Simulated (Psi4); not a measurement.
C$_{2}$H$_{5}$O$_{2}$, charge +1, singlet, geometry from GFN2-xTB; R2SCAN/def2-SVP run with Psi4.

Here is a job for Psi4.
```
memory 2 GB

molecule mol {
1 1
C    -1.395710    0.143204    0.067479
C     0.059458   -0.014833   -0.018194
O     0.548486   -0.533557   -1.063888
O     0.867484    0.348758    0.912558
H    -1.659795    1.202130    0.137547
H    -1.879424   -0.282290   -0.809453
H    -1.788327   -0.335092    0.967853
H     1.524551   -0.625261   -1.099834
H     0.492742    0.748688    1.718822
}

set {
  basis def2-svp
  reference rks
  basis_guess sto-3g
}

energy('r2scan')
print_variables()
```

Q: What does Psi4 print? Leave out banner, timings and long lists.

A: 
```
  //>>>>>>>>>>>>>>>>>>>>>>>>>>>>>>>>>>>//
  //      Guess SCF, STO-3G Basis      //
  //<<<<<<<<<<<<<<<<<<<<<<<<<<<<<<<<<<<//

   => Loading Basis Set <=

    Name: STO-3G
    Role: ORBITAL
    Keyword: BASIS

         ---------------------------------------------------------
                           SCF Castup computation
         ---------------------------------------------------------
                                   SCF
               by Justin Turney, Rob Parrish, Andy Simmonett
                          and Daniel G. A. Smith
                              RKS Reference
         ---------------------------------------------------------

  ==> Geometry <==

    Molecular point group: c1
    Full point group: C1

    Geometry (in Angstrom), charge = 1, multiplicity = 1:

       Center              X                  Y                   Z               Mass
    ------------   -----------------  -----------------  -----------------  -----------------
         C           -1.449408108540     0.154701423501     0.082340733130    12.000000000000
         C            0.005759891460    -0.003335576499    -0.003332266870    12.000000000000
         O            0.494787891460    -0.522059576499    -1.049026266870    15.994914619570
         O            0.813785891460     0.360255423501     0.927419733130    15.994914619570
         H           -1.713493108540     1.213627423501     0.152408733130     1.007825032230
         H           -1.933122108540    -0.270792576499    -0.794591266870     1.007825032230
         H           -1.842025108540    -0.323594576499     0.982714733130     1.007825032230
         H            1.470852891460    -0.613763576499    -1.084972266870     1.007825032230
         H            0.439043891460     0.760185423501     1.733683733130     1.007825032230

  Running in c1 symmetry.

  Rotational constants: A =      0.36406  B =      0.31151  C =      0.17320 [cm^-1]
  Rotational constants: A =  10914.20778  B =   9338.71480  C =   5192.47100 [MHz]
  Nuclear repulsion =  131.033299556398731

  Charge       = 1
  Multiplicity = 1
  Electrons    = 32
  Nalpha       = 16
  Nbeta        = 16

  ==> Algorithm <==

  SCF Algorithm Type is DF.
  DIIS enabled.
  MOM disabled.
  Fractional occupation disabled.
  Guess Type is SAD.
  Energy threshold   = 1.00e-06
  Density threshold  = 1.00e-06
  Integral threshold = 1.00e-12

  ==> Primary Basis <==

  Basis Set: STO-3G
    Blend: STO-3G
    Number of shells: 17
    Number of basis functions: 25
    Number of Cartesian functions: 25
    Spherical Harmonics?: true
    Max angular momentum: 1

  ==> DFT Potential <==

   => LibXC <=

    Version 7.1.2
    S. Lehtola, C. Steigemann, M. J. T. Oliveira, and M. A. L. Marques,  SoftwareX 7, 1–5 (2018) (10.1016/j.softx.2017.11.002)

   => Composite Functional: R2SCAN <=

    r2SCAN Meta-GGA XC Functional  (0.1021/acs.jpclett.0c02405)
    J. W. Furness, A. D. Kaplan, J. Ning, J. P. Perdew, J. Sun  J. Phys. Chem. Lett.  11, 8208–8215, 2020

    Deriv               =              1
    GGA                 =           TRUE
    Meta                =           TRUE

    Exchange Hybrid     =          FALSE
    MP2 Hybrid          =          FALSE

   => Exchange Functionals <=

    1.0000   XC_MGGA_X_R2SCAN

   => Correlation Functionals <=

    1.0000   XC_MGGA_C_R2SCAN

   => LibXC Density Thresholds  <==

    XC_MGGA_C_R2SCAN:  1.00E-15
    XC_MGGA_X_R2SCAN:  1.00E-11

   => Molecular Quadrature <=

    Radial Scheme          =       TREUTLER
    Pruning Scheme         =           NONE
    Nuclear Scheme         =       TREUTLER

    Blocking Scheme        =         OCTREE
    BS radius alpha        =              1
    Pruning alpha          =              1
    Radial Points          =             75
    Spherical Points       =            302
    Total Points           =         192108
    Total Blocks           =           1488
    Max Points             =            256
    Max Functions          =             24
    Weights Tolerance      =       1.00E-15

   => Loading Basis Set <=

    Name: (STO-3G AUX)
    Role: JKFIT
    Keyword: DF_BASIS_SCF

  ==> Integral Setup <==

  SCF_SUBTYPE=INCORE selected. In-core MEM_DF algorithm will be used.
  Using in-core AOs.

  ==> MemDFJK: Density-Fitted J/K Matrices <==

    J tasked:                   Yes
    K tasked:                    No
    wK tasked:                   No
    Algorithm:                 Core
    Schwarz Cutoff:           1E-12
    Mask sparsity (%):       0.9600
    Fitting Condition:        1E-10

   => Auxiliary Basis Set <=

  Basis Set: (STO-3G AUX)
    Blend: DEF2-UNIVERSAL-JKFIT
    Number of shells: 130
    Number of basis functions: 394
    Number of Cartesian functions: 464
    Spherical Harmonics?: true
    Max angular momentum: 4

  Minimum eigenvalue in the overlap matrix is 2.0919053284E-01.
  Reciprocal condition number of the overlap matrix is 8.8518142257E-02.
    Using symmetric orthogonalization.

  ==> Pre-Iterations <==

  SCF Guess: Superposition of Atomic Densities via on-the-fly atomic UHF (no occupation information).

   -------------------------
    Irrep   Nso     Nmo
   -------------------------
     A         25      25
   -------------------------
    Total      25      25
   -------------------------

  ==> Iterations <==

                           Total Energy        Delta E     RMS |[F,P]|

   @DF-RKS iter SAD:  -225.10548795469481   -2.25105e+02   0.00000e+00
   @DF-RKS iter   1:  -226.25175783552467   -1.14627e+00   1.15232e-02 DIIS/ADIIS
   @DF-RKS iter   2:  -226.22698682458974    2.47710e-02   1.49980e-02 DIIS/ADIIS
   @DF-RKS iter   3:  -226.30734466431628   -8.03578e-02   2.09982e-03 DIIS/ADIIS
   @DF-RKS iter   4:  -226.30920418498354   -1.85952e-03   3.97510e-04 DIIS/ADIIS
   @DF-RKS iter   5:  -226.30923051811189   -2.63331e-05   3.25711e-04 DIIS/ADIIS
   @DF-RKS iter   6:  -226.30927157401820   -4.10559e-05   3.90562e-05 DIIS
[...]
  @DF-RKS Final Energy:  -226.30927216373993
    Total Energy =                       -226.3092721637399336
[...]

  SCF Algorithm Type is DF.
  DIIS enabled.
  MOM disabled.
  Fractional occupation disabled.
  Guess Type is SAD.
  Energy threshold   = 1.00e-06
  Density threshold  = 1.00e-06
  Integral threshold = 1.00e-12

  ==> Primary Basis <==

  Basis Set: DEF2-SVP
    Blend: DEF2-SVP
    Number of shells: 39
    Number of basis functions: 81
    Number of Cartesian functions: 85
    Spherical Harmonics?: true
    Max angular momentum: 2

  ==> DFT Potential <==

   => LibXC <=

    Version 7.1.2
    S. Lehtola, C. Steigemann, M. J. T. Oliveira, and M. A. L. Marques,  SoftwareX 7, 1–5 (2018) (10.1016/j.softx.2017.11.002)

   => Composite Functional: R2SCAN <=

    r2SCAN Meta-GGA XC Functional  (0.1021/acs.jpclett.0c02405)
    J. W. Furness, A. D. Kaplan, J. Ning, J. P. Perdew, J. Sun  J. Phys. Chem. Lett.  11, 8208–8215, 2020

    Deriv               =              1
    GGA                 =           TRUE
    Meta                =           TRUE

    Exchange Hybrid     =          FALSE
    MP2 Hybrid          =          FALSE

   => Exchange Functionals <=

    1.0000   XC_MGGA_X_R2SCAN

   => Correlation Functionals <=

    1.0000   XC_MGGA_C_R2SCAN

   => LibXC Density Thresholds  <==

    XC_MGGA_C_R2SCAN:  1.00E-15
    XC_MGGA_X_R2SCAN:  1.00E-11

   => Molecular Quadrature <=

    Radial Scheme          =       TREUTLER
    Pruning Scheme         =           NONE
    Nuclear Scheme         =       TREUTLER

    Blocking Scheme        =         OCTREE
    BS radius alpha        =              1
    Pruning alpha          =              1
    Radial Points          =             75
    Spherical Points       =            302
    Total Points           =         193334
    Total Blocks           =           1494
    Max Points             =            256
    Max Functions          =             80
    Weights Tolerance      =       1.00E-15

   => Loading Basis Set <=

    Name: (DEF2-SVP AUX)
    Role: JKFIT
    Keyword: DF_BASIS_SCF

  Computing basis projection from STO-3G to DEF2-SVP

  ==> Integral Setup <==

  SCF_SUBTYPE=INCORE selected. In-core MEM_DF algorithm will be used.
  Using in-core AOs.

  ==> MemDFJK: Density-Fitted J/K Matrices <==

    J tasked:                   Yes
    K tasked:                    No
    wK tasked:                   No
    Algorithm:                 Core
    Schwarz Cutoff:           1E-12
    Mask sparsity (%):       0.0914
    Fitting Condition:        1E-10

   => Auxiliary Basis Set <=

  Basis Set: (DEF2-SVP AUX)
    Blend: DEF2-UNIVERSAL-JKFIT
    Number of shells: 130
    Number of basis functions: 394
    Number of Cartesian functions: 464
    Spherical Harmonics?: true
    Max angular momentum: 4

  Minimum eigenvalue in the overlap matrix is 2.7459141012E-03.
  Reciprocal condition number of the overlap matrix is 5.0071170374E-04.
    Using symmetric orthogonalization.

  ==> Pre-Iterations <==

  SCF Guess: Orbitals guess was supplied from a previous computation.

   -------------------------
    Irrep   Nso     Nmo
   -------------------------
     A         81      81
   -------------------------
    Total      81      81
   -------------------------

  ==> Iterations <==

                           Total Energy        Delta E     RMS |[F,P]|

   @DF-RKS iter   0:  -228.82870663222815   -2.28829e+02   1.09038e-02
   @DF-RKS iter   1:  -229.08657871546541   -2.57872e-01   3.16480e-03 DIIS/ADIIS
   @DF-RKS iter   2:  -229.05736455525616    2.92142e-02   4.65232e-03 DIIS/ADIIS
   @DF-RKS iter   3:  -229.10861642134628   -5.12519e-02   5.23158e-04 DIIS/ADIIS
   @DF-RKS iter   4:  -229.10930873852291   -6.92317e-04   1.02761e-04 DIIS/ADIIS
   @DF-RKS iter   5:  -229.10934057206052   -3.18335e-05   2.42059e-05 DIIS
   @DF-RKS iter   6:  -229.10934116778643   -5.95726e-07   2.01940e-05 DIIS
   @DF-RKS iter   7:  -229.10934222134671   -1.05356e-06   2.34931e-06 DIIS
   @DF-RKS iter   8:  -229.10934223704388   -1.56972e-08   4.53955e-07 DIIS
  Energy and wave function converged.

  ==> Post-Iterations <==

   Electrons on quadrature grid:
      Ntotal   =   32.0000209286 ; deviation = 2.093e-05

    Orbital Energies [Eh]
    ---------------------

    Doubly Occupied:

[...]
      16A     -0.581528

    Virtual:

[...]
    Final Occupation by Irrep:
              A
    DOCC [    16 ]
    NA   [    16 ]
    NB   [    16 ]

  @DF-RKS Final Energy:  -229.10934223704388

   => Energetics <=

    Nuclear Repulsion Energy =            131.0332995563987311
    One-Electron Energy =                -563.0166053414487806
    Two-Electron Energy =                 232.3403997654989723
    DFT Exchange-Correlation Energy =     -29.4664362174928094
    Empirical Dispersion Energy =           0.0000000000000000
    VV10 Nonlocal Energy =                  0.0000000000000000
    Total Energy =                       -229.1093422370438759

Computation Completed

Properties will be evaluated at   0.000000,   0.000000,   0.000000 [a0]

Properties computed using the SCF density matrix

 Multipole Moments:

 ------------------------------------------------------------------------------------
     Multipole            Electronic (a.u.)      Nuclear  (a.u.)        Total (a.u.)
 ------------------------------------------------------------------------------------

 L = 1.  Multiply by 2.5417464519 to convert [e a0] to [Debye]
 Dipole X            :          3.2511845           -3.3486752           -0.0974907
 Dipole Y            :         -0.4130343            0.7170074            0.3039731
 Dipole Z            :         -0.3133440            0.9268014            0.6134574
 Magnitude           :                                                    0.6915447

 ------------------------------------------------------------------------------------

  Variable Map:
  ----------------------------------------------------------------------------
[...]
  Array Variable Map:
  ----------------------------------------------------------------------------
[...]
[...]
```
